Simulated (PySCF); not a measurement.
Cl2Pb, singlet, at a GFN2-xTB geometry (such geometries of metal compounds can be far from the true shape) (core potentials on Pb); B3LYP/def2-SVP run with PySCF.

The PySCF input:
```python
from pyscf import gto, scf, dft

mol = gto.Mole()
mol.atom = '''
    Pb    0.00765115   -0.01117216    0.46344358
    Cl    1.26191218    1.44651416   -1.10463352
    Cl   -1.29881774   -1.39262489   -1.13080023
'''
mol.basis = 'def2-svp'
mol.ecp = {'Pb': 'def2-svp'}
mol.verbose = 4
mol.build()

mf = dft.RKS(mol)
mf.xc = 'b3lyp'
mf.kernel()
mf.analyze()
```

The log (banner, timings and long lists left out):

```
PySCF version 2.14.0

[INPUT] verbose = 4
[INPUT] num. atoms = 3
[INPUT] num. electrons = 56
[INPUT] charge = 0
[INPUT] spin (= nelec alpha-beta = 2S) = 0
[INPUT] symmetry False subgroup None
[INPUT] Mole.unit = angstrom
[INPUT] Symbol           X                Y                Z      unit          X                Y                Z       unit  Magmom
[INPUT]  1 Pb     0.007651150000  -0.011172160000   0.463443580000 AA    0.014458578038  -0.021112322620   0.875781440388 Bohr   0.0
[INPUT]  2 Cl     1.261912180000   1.446514160000  -1.104633520000 AA    2.384668413453   2.733515597705  -2.087454820814 Bohr   0.0
[INPUT]  3 Cl    -1.298817740000  -1.392624890000  -1.130800230000 AA   -2.454409814327  -2.631679636353  -2.136902736295 Bohr   0.0

nuclear repulsion = 199.521121681798
number of shells = 26
number of NR pGTOs = 133
number of NR cGTOs = 62
basis = def2-svp
ecp = {'Pb': 'def2-svp'}

******** <class 'pyscf.dft.rks.RKS'> ********
method = RKS
initial guess = minao
damping factor = 0
level_shift factor = 0
DIIS = <class 'pyscf.scf.diis.CDIIS'>
diis_start_cycle = 1
diis_space = 8
diis_damp = 0
SCF conv_tol = 1e-09
SCF conv_tol_grad = None
SCF max_cycles = 50
direct_scf = True
direct_scf_tol = 1e-13
XC library pyscf.dft.libxc version 7.1.2
    S. Lehtola, C. Steigemann, M. J. T. Oliveira, and M. A. L. Marques,  SoftwareX 7, 1–5 (2018)
XC functionals = b3lyp
    P. J. Stephens, F. J. Devlin, C. F. Chabalowski, and M. J. Frisch,  J. Phys. Chem. 98, 11623 (1994)
radial grids:
    Treutler-Ahlrichs [JCP 102, 346 (1995); DOI:10.1063/1.469408] (M4) radial grids

becke partition: Becke, JCP 88, 2547 (1988); DOI:10.1063/1.454033
pruning grids: <function nwchem_prune>
grids dens level: 3
symmetrized grids: False
atomic radii adjust function: <function treutler_atomic_radii_adjust>
small_rho_cutoff = 0
Set gradient conv threshold to 3.16228e-05
Initial guess from minao.
tot grids = 60992
init E= -1089.30608560837
  HOMO = -0.661325360519671  LUMO = -0.624854386665053  gap/eV = 0.99243
cycle= 1 E= -1111.73280420948  delta_E= -22.4  |g|= 2.15  |ddm|= 13.3
  HOMO = -0.0172854183675568  LUMO = 0.112137480092654  gap/eV = 3.52178
cycle= 2 E= -1111.36076611199  delta_E= 0.372  |g|= 2.74  |ddm|= 7.17
  HOMO = -0.256513987713104  LUMO = -0.0639714458078302  gap/eV = 5.23935
cycle= 3 E= -1113.14764077041  delta_E= -1.79  |g|= 0.289  |ddm|= 3.61
  HOMO = -0.268408122410234  LUMO = -0.127892993348716  gap/eV = 3.82361
cycle= 4 E= -1113.17651625049  delta_E= -0.0289  |g|= 0.171  |ddm|= 0.793
  HOMO = -0.285420746130041  LUMO = -0.123103263041401  gap/eV = 4.41688
cycle= 5 E= -1113.1872964623  delta_E= -0.0108  |g|= 0.0197  |ddm|= 0.243
  HOMO = -0.281818276780547  LUMO = -0.119036919450309  gap/eV = 4.42951
cycle= 6 E= -1113.18738811408  delta_E= -9.17e-05  |g|= 0.00491  |ddm|= 0.037
  HOMO = -0.282155074154941  LUMO = -0.118988195733174  gap/eV = 4.44000
cycle= 7 E= -1113.1873949459  delta_E= -6.83e-06  |g|= 0.000501  |ddm|= 0.00578
  HOMO = -0.28213177303159  LUMO = -0.118995254760094  gap/eV = 4.43917
cycle= 8 E= -1113.18739504736  delta_E= -1.01e-07  |g|= 9.67e-05  |ddm|= 0.00111
  HOMO = -0.282129658403202  LUMO = -0.118999345859031  gap/eV = 4.43900
cycle= 9 E= -1113.18739505009  delta_E= -2.73e-09  |g|= 3.09e-05  |ddm|= 0.000136
  HOMO = -0.282128920878352  LUMO = -0.119002922630969  gap/eV = 4.43888
cycle= 10 E= -1113.18739505048  delta_E= -3.92e-10  |g|= 4.33e-06  |ddm|= 5.27e-05
  HOMO = -0.282128280069799  LUMO = -0.119002791562544  gap/eV = 4.43887
Extra cycle  E= -1113.18739505049  delta_E= -2.27e-12  |g|= 4.85e-06  |ddm|= 1.44e-05
converged SCF energy = -1113.18739505049
**** SCF Summaries ****
Total Energy =                       -1113.187395050485975
Nuclear Repulsion Energy =             199.521121681797922
One-electron Energy =                -2005.904207826323727
Two-electron Energy =                  693.195691094039944
Two-electron Coulomb Energy =          765.911420072464921
DFT Exchange-Correlation Energy =      -72.715728978425005
HOMO-LUMO gap [eV] =                     4.438870637472000
**** MO energy ****
MO #1   energy= -101.468716813528  occ= 2
MO #2   energy= -101.468683955383  occ= 2
MO #3   energy= -9.42224596278691  occ= 2
MO #4   energy= -9.42222391500994  occ= 2
MO #5   energy= -7.18753492864704  occ= 2
MO #6   energy= -7.18752404908773  occ= 2
MO #7   energy= -7.1839006500122   occ= 2
MO #8   energy= -7.18389423361259  occ= 2
MO #9   energy= -7.18255085107217  occ= 2
MO #10  energy= -7.18253922223158  occ= 2
MO #11  energy= -5.54805024887916  occ= 2
MO #12  energy= -3.38593621014309  occ= 2
MO #13  energy= -3.3793561120743   occ= 2
MO #14  energy= -3.37851709277851  occ= 2
MO #15  energy= -0.897731551387003 occ= 2
MO #16  energy= -0.896892338039579 occ= 2
MO #17  energy= -0.891789315069991 occ= 2
MO #18  energy= -0.890866642596559 occ= 2
MO #19  energy= -0.885372243578505 occ= 2
MO #20  energy= -0.77960767557254  occ= 2
MO #21  energy= -0.760428549031612 occ= 2
MO #22  energy= -0.521290084234629 occ= 2
MO #23  energy= -0.342976274837707 occ= 2
MO #24  energy= -0.317719255671101 occ= 2
MO #25  energy= -0.312241365351022 occ= 2
MO #26  energy= -0.295713480341136 occ= 2
MO #27  energy= -0.28922937672679  occ= 2
MO #28  energy= -0.282128280069799 occ= 2
MO #29  energy= -0.119002791562544 occ= 0
MO #30  energy= -0.0408936427179541 occ= 0
MO #31  energy= -0.032594392182826 occ= 0
MO #32  energy= 0.159958090409377  occ= 0
MO #33  energy= 0.196157334105412  occ= 0
MO #34  energy= 0.196240721633443  occ= 0
MO #35  energy= 0.199365825793811  occ= 0
MO #36  energy= 0.292061467449645  occ= 0
Dipole moment(X, Y, Z, Debye):  0.06971, -0.10175,  4.22139
```
